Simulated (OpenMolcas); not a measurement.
## 4f3 along the 57-electron sequence

| Quantity | Value |
| --- | --- |
| Program | OpenMolcas |
| Method | MS-CASPT2, IPEA 0.25 Eh, imaginary shift 0.1 Eh |
| Basis | ANO-R2 |
| Scalar Hamiltonian | X2C, finite nucleus |
| Spin-orbit coupling | RASSI with atomic mean-field integrals over the reference wave functions, term energies averaged over their components |

Active space for each ion: 3 electrons in 7 orbitals (4f); closed shells correlated by CASPT2: 5s 5p.

Computed levels in cm-1 above 4I* 9/2:

```
                                Level   Pr2+   Nd3+   Pm4+
                             4I* 11/2   1489   2030   2580
                             4I* 13/2   3100   4190   5320
                             4I* 15/2   4800   6440   8150
                              4F* 3/2  10560  13350  15490
                              4F* 5/2  11380  14470  16930
                           2H* 9/2(1)  11660  13370  16060
                              4F* 7/2  12190  15450  18190
                              4S* 3/2  12930  15700  18390
                              4F* 9/2  13220  16610  19760
weight of 4I* in the lowest level (%)     98     97     97
```

Mixed levels, with the weight of the term that names them: Pr2+ 2H* 9/2(1) (65 %), Nd3+ 2H* 9/2(1) (75 %), Pm4+ 2H* 9/2(1) (70 %).

Measured, with the error of the calculation in %. Measured levels: Pr2+ from Martin, Zalubas and Hagan, Atomic Energy Levels: The Rare-Earth Elements, NSRDS-NBS 60 (1978); the list in Maison, Palmeri and Quinet, J. Phys. B 58, 015001 (2025); Nd3+ from the list in Arab et al., J. Quant. Spectrosc. Radiat. Transfer 229, 145 (2019) and Gaigalas et al. (2019), from Wyart et al. (2007).

```json
{"Level": "4I* 11/2", "Pr2+": "1398 (+6.5)", "Nd3+": "1897 (+6.8)"}
{"Level": "4I* 13/2", "Pr2+": "2893 (+7.2)", "Nd3+": "3907 (+7.3)"}
{"Level": "4I* 15/2", "Pr2+": "4454 (+7.8)", "Nd3+": "5989 (+7.6)"}
{"Level": "4F* 3/2", "Pr2+": "9371 (+12.7)", "Nd3+": "11698 (+14.1)"}
{"Level": "4F* 5/2", "Pr2+": "10138 (+12.2)", "Nd3+": "12748 (+13.5)"}
{"Level": "2H* 9/2(1)", "Pr2+": "10033 (+16.2)", "Nd3+": "12800 (+4.5)"}
{"Level": "4F* 7/2", "Pr2+": "10859 (+12.2)", "Nd3+": "13720 (+12.6)"}
{"Level": "4S* 3/2", "Pr2+": "10950 (+18.1)", "Nd3+": "13792 (+13.8)"}
{"Level": "4F* 9/2", "Pr2+": "11762 (+12.4)", "Nd3+": "14995 (+10.8)"}
```

The fine-structure level 4I* 15/2 changes by a factor of 1.7 from Pr2+ to Pm4+. Its fourth root runs 8.32, 8.96, 9.50, with steps per unit of Z of 0.63, 0.54; equal steps would mean a (Z - σ)^4 law with constant σ.

4F* 3/2 changes by a factor of 1.47 over the same range, with steps per unit of Z of +2790, +2140 cm-1.

CASPT2 does not keep the components of a term degenerate, so their means are used; among the terms shown or strongly mixed into the levels shown the widest spread is 1500 cm-1 (4f3 4I*, Pr2+). Over all roots computed the reference weight is 0.84 to 0.92 in Pr2+; the roots of lowest weight are the least certain, and an intruder state may touch them. Blocks of more than 70 roots (2S+1 = 2 odd) ran without multistate coupling. High states are left out of the spin-orbit mixing, which shifts the levels that they would mix with. The CASPT2 spread within a term exceeds the gap to the next term for 4f3 4F* and 4f3 4S*, 4f3 4S* and 4f3 2H*(1), so the order of their levels is uncertain, and so are names and mixing where such terms share a J (holds for Pr2+). Some terms miss by over 15 % even with CASPT2, which points to a basis or an active space too small for the shells correlated (holds for Pr2+). Some levels mix across a computed gap that differs much from the measured one, so their mixing is not that of the real levels (holds for Nd3+). Computed and measured levels are paired by configuration, term and J; levels that our copy of the source lacks, or whose pairing is in doubt (as where it misses far off the trend of its configuration), stay unpaired and out of the deviations. Levels of configurations outside the active space are missing.

A number in round brackets counts repeated terms of one configuration in the order of the reference energies. * marks odd parity.
